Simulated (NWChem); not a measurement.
System: CuNH$_{3}$Cl; SMILES [NH3]->[Cu][Cl]

Here is an NWChem input.

```
start job
memory heap 200 mb stack 900 mb global 1100 mb
geometry units angstroms noautoz
  Cu     0.000000     0.000000     0.228394
  Cl     0.000000     0.000000    -1.862358
  N      0.000000     0.000000     2.159690
  H      0.936546    -0.180946     2.552414
  H     -0.624977    -0.720600     2.552414
  H     -0.311569     0.901545     2.552414
end
basis spherical
  Cu library def2-tzvp
  Cl library def2-tzvp
  N library def2-tzvp
  H library def2-tzvp
end
dft
  xc mpw1k
  iterations 150
  convergence damp 70 ncydp 30 lshift 0.3 ncysh 40
  mulliken
end
task dft energy
```

Excerpt of the output:

```
             Northwest Computational Chemistry Package (NWChem) 7.3.0
             --------------------------------------------------------

 C3V symmetry detected

                             Geometry "geometry" -> ""
                             -------------------------

 Output coordinates in angstroms (scale by  1.889725989 to convert to a.u.)

  No.       Tag          Charge          X              Y              Z
 ---- ---------------- ---------- -------------- -------------- --------------
    1 Cu                  29.0000     0.00000000     0.00000000     0.26877950
    2 Cl                  17.0000     0.00000000     0.00000000    -1.82197250
    3 N                    7.0000     0.00000000     0.00000000     2.20007550
    4 H                    1.0000     0.67448488     0.67448488     2.59279950
    5 H                    1.0000     0.24687860    -0.92136348     2.59279950
    6 H                    1.0000    -0.92136348     0.24687860     2.59279950

 Effective nuclear repulsion energy (a.u.)     232.0943642742

      Symmetry information
      --------------------

 Group name             C3v
 Group number             17
 Group order               6
 No. of unique centers     4

                                 NWChem DFT Module
                                 -----------------

 Summary of "ao basis" -> "ao basis" (spherical)
 ------------------------------------------------------------------------------
       Tag                 Description            Shells   Functions and Types
 ---------------- ------------------------------  ------  ---------------------
 Cu                        def2-tzvp                15       45   6s4p4d1f
 Cl                        def2-tzvp                13       37   5s5p2d1f
 N                         def2-tzvp                11       31   5s3p2d1f
 H                         def2-tzvp                 4        6   3s1p

      Symmetry analysis of basis
      --------------------------

        a1         47
        a2          4
        e          80

  Rotation of axis

            General Information
            -------------------
          SCF calculation type: DFT
          Wavefunction type:  closed shell.
          No. of atoms     :     6
          No. of electrons :    56
           Alpha electrons :    28
            Beta electrons :    28
          Charge           :     0
          Spin multiplicity:     1
          Use of symmetry is: on ; symmetry adaption is: on
          Maximum number of iterations: 150
          AO basis - number of functions:   131
                     number of shells:    51
          Convergence on energy requested:  1.00D-06
          Convergence on density requested:  1.00D-05
          Convergence on gradient requested:  5.00D-04

              XC Information
              --------------
                        MPW1K Method XC Functional
                     Hartree-Fock (Exact) Exchange  0.428
                        mPW91  Exchange Functional  0.572
                Perdew 1991 Correlation Functional  1.000 non-local
            Perdew 1991 LDA Correlation Functional  1.000 local

             Grid Information
             ----------------
          Grid used for XC integration:  medium
          Radial quadrature: Mura-Knowles
          Angular quadrature: Lebedev.
          Tag              B.-S. Rad. Rad. Pts. Rad. Cut. Ang. Pts.
          ---              ---------- --------- --------- ---------
          Cu                  1.35      112           9.0       590
          Cl                  1.00       88          12.0       590
          N                   0.65       49          11.0       434
          H                   0.35       45          11.0       434
          Grid pruning is: on
          Number of quadrature shells:   294
          Spatial weights used:  Erf1

      Superposition of Atomic Density Guess
      -------------------------------------

 Sum of atomic energies:       -2154.20662304

      Non-variational initial energy
      ------------------------------

 Total energy =   -2154.728676
 1-e energy   =   -3455.984314
 2-e energy   =    1069.161273
 HOMO         =      -0.447252
 LUMO         =      -0.065886

      Symmetry analysis of molecular orbitals - initial
      -------------------------------------------------

  Numbering of irreducible representations:

     1 a1          2 a2          3 e

  Orbital symmetries:

     1 a1          2 a1          3 a1          4 a1          5 e
     6 e           7 a1          8 a1          9 a1         10 e
    11 e          12 a1         13 a1         14 e          15 e
    16 a1         17 a1         18 a1         19 e          20 e
    21 e          22 e          23 e          24 e          25 a1
    26 a1         27 e          28 e          29 a1         30 a1
    31 e          32 e          33 a1         34 e          35 e
    36 e          37 e          38 a1

     ---------------------------------------------
      Total Density - Mulliken Population Analysis
     ---------------------------------------------

    Atom       Charge   Shell Charges
 -----------   ------   -------------------------------------------------------
    1 Cu  29    28.85   2.00  2.00  1.23  0.77  0.63  0.06  5.99  4.84  1.18  0.17  5.83  3.25  0.89  0.02  0.00
    2 Cl  17    17.57   2.01  0.45  1.52  1.11  0.84  4.19  1.69  1.12  3.01  1.62  0.00  0.01  0.00
    3 N    7     7.65   0.82  1.16  0.54  0.80  0.13  1.51  1.84  0.83  0.00  0.01  0.00
    4 H    1     0.65   0.21  0.32  0.08  0.03
    5 H    1     0.65   0.21  0.32  0.08  0.03
    6 H    1     0.65   0.21  0.32  0.08  0.03

   convergence    iter        energy       DeltaE   RMS-Dens  Diis-err
 ---------------- ----- ----------------- --------- --------- ---------
 d=70,ls=0.0,diis     1  -2157.3086122305 -2.39D+03  2.53D-02  2.68D+00     3.1
 d=70,ls=0.0,diis     2  -2157.2187431070  8.99D-02  6.71D-03  1.20D+00     5.2
 d=70,ls=0.0,diis     3  -2157.3123886734 -9.36D-02  4.71D-03  4.60D-01     7.2
 d=70,ls=0.0,diis     4  -2157.3666410257 -5.43D-02  3.41D-03  2.24D-01     9.1
 d=70,ls=0.0,diis     5  -2157.4033753038 -3.67D-02  2.46D-03  1.12D-01    11.2
  Resetting Diis
 d=70,ls=0.0,diis     6  -2157.4283477835 -2.50D-02  1.75D-03  5.77D-02    13.2
 d=70,ls=0.0,diis     7  -2157.4455879458 -1.72D-02  1.43D-03  3.01D-02    15.2
 d=70,ls=0.0,diis     8  -2157.4573531662 -1.18D-02  7.87D-04  5.11D-03    17.3
 d=70,ls=0.0,diis     9  -2157.4656054617 -8.25D-03  6.67D-04  3.50D-03    19.3
 d=70,ls=0.0,diis    10  -2157.4714181567 -5.81D-03  4.67D-04  1.36D-03    21.3
 d=70,ls=0.0,diis    11  -2157.4754982820 -4.08D-03  3.31D-04  6.28D-04    23.3
 d=70,ls=0.0,diis    12  -2157.4783597312 -2.86D-03  2.36D-04  3.09D-04    25.2
 d=70,ls=0.0,diis    13  -2157.4803656901 -2.01D-03  1.66D-04  1.51D-04    27.2
 d=70,ls=0.0,diis    14  -2157.4817714356 -1.41D-03  1.17D-04  7.40D-05    29.2
 d=70,ls=0.0,diis    15  -2157.4827562465 -9.85D-04  8.17D-05  3.62D-05    31.2
 d=70,ls=0.0,diis    16  -2157.4834460046 -6.90D-04  5.72D-05  1.77D-05    33.7
 d=70,ls=0.0,diis    17  -2157.4839290280 -4.83D-04  4.01D-05  8.69D-06    37.0
 d=70,ls=0.0,diis    18  -2157.4842672389 -3.38D-04  2.80D-05  4.26D-06    40.7
 d=70,ls=0.0,diis    19  -2157.4845040330 -2.37D-04  1.96D-05  2.09D-06    44.4
  Singularity in Pulay matrix. Error and Fock matrices removed.
 d=70,ls=0.0,diis    20  -2157.4846698118 -1.66D-04  1.38D-05  1.02D-06    47.7
  Singularity in Pulay matrix. Error and Fock matrices removed.
  Singularity in Pulay matrix. Error and Fock matrices removed.
  Singularity in Pulay matrix. Error and Fock matrices removed.
  Singularity in Pulay matrix. Error and Fock matrices removed.
  Singularity in Pulay matrix. Error and Fock matrices removed.
  Singularity in Pulay matrix. Error and Fock matrices removed.
 d=70,ls=0.0,diis    21  -2157.4847858679 -1.16D-04  9.63D-06  5.01D-07    51.2
  Singularity in Pulay matrix. Error and Fock matrices removed.
 d=70,ls=0.0,diis    22  -2157.4848671126 -8.12D-05  6.74D-06  2.46D-07    54.1
  Singularity in Pulay matrix. Error and Fock matrices removed.
 d=70,ls=0.0,diis    23  -2157.4849239866 -5.69D-05  4.72D-06  1.20D-07    56.1
  Singularity in Pulay matrix. Error and Fock matrices removed.
 d=70,ls=0.0,diis    24  -2157.4849637998 -3.98D-05  3.30D-06  5.89D-08    58.0
  Singularity in Pulay matrix. Error and Fock matrices removed.
 d=70,ls=0.0,diis    25  -2157.4849916698 -2.79D-05  2.31D-06  2.89D-08    60.0
  Singularity in Pulay matrix. Error and Fock matrices removed.
 d=70,ls=0.0,diis    26  -2157.4850111790 -1.95D-05  1.62D-06  1.42D-08    62.0
 d=70,ls=0.0,diis    27  -2157.4850248356 -1.37D-05  1.13D-06  6.93D-09    63.9
  Singularity in Pulay matrix. Error and Fock matrices removed.
  Singularity in Pulay matrix. Error and Fock matrices removed.
  Singularity in Pulay matrix. Error and Fock matrices removed.
 d=70,ls=0.0,diis    28  -2157.4850343953 -9.56D-06  7.93D-07  3.40D-09    66.0
  Singularity in Pulay matrix. Error and Fock matrices removed.
  Singularity in Pulay matrix. Error and Fock matrices removed.
 d=70,ls=0.0,diis    29  -2157.4850410872 -6.69D-06  5.55D-07  1.66D-09    68.0
  Singularity in Pulay matrix. Error and Fock matrices removed.
 d=70,ls=0.0,diis    30  -2157.4850457714 -4.68D-06  3.89D-07  8.16D-10    70.0
 d= 0,ls=0.0,diis    31  -2157.4850490504 -3.28D-06  2.72D-07  3.99D-10
  Singularity in Pulay matrix. Error and Fock matrices removed.
 d= 0,ls=0.0,diis    32  -2157.4850567015 -7.65D-06  6.42D-10  1.34D-14
 d= 0,ls=0.0,diis    33  -2157.4850567014  4.82D-11  3.29D-10  2.74D-14

         Total DFT energy =    -2157.485056701440
      One electron energy =    -3464.756745193785
           Coulomb energy =     1178.856936307983
    Exchange-Corr. energy =     -103.679612089844
 Nuclear repulsion energy =      232.094364274207

 Numeric. integr. density =       56.000004163094

[...]
```

Level: MPW1K/def2-TZVP. Structure relaxed at the PBE-D3(BJ)/def2-SVP level.
